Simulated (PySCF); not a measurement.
**Working out the excitation energy of B⁺**

B⁺ [He] 2s2 (1S) → B⁺ [He] 2s1 2p1 (3P). Calculation: PySCF 2.14, in aug-cc-pVTZ-DK (5s4p3d2f, 46 functions); the spin-free X2C one-electron Hamiltonian (Gaussian nucleus). Frozen: 1s2. Energies in hartree (1 hartree = 27.21139 eV):

```csv
part,B⁺ (lower),B⁺ (upper)
UHF,-24.243642,-24.127678
CCSD correlation,-0.059791,-0.004834
(T),0.000000,0.000000
```

Problem. What does Hartree-Fock give?

Solution. (-24.127678) − (-24.243642) = 0.115964 hartree = 3.156 eV.

Problem. What do CCSD and CCSD(T) give?

Solution. The CCSD correlation energies differ by 0.054957 hartree = 1.495 eV and the triples by 0.000000 hartree = 0.000 eV, so CCSD gives 4.651 eV and CCSD(T) 4.651 eV.

Measured between the centres of the two terms (NIST): 4.631 eV, so CCSD(T) (valence) is off by 0.020 eV.

What remains against the reference includes basis incompleteness, the frozen core and higher excitations.
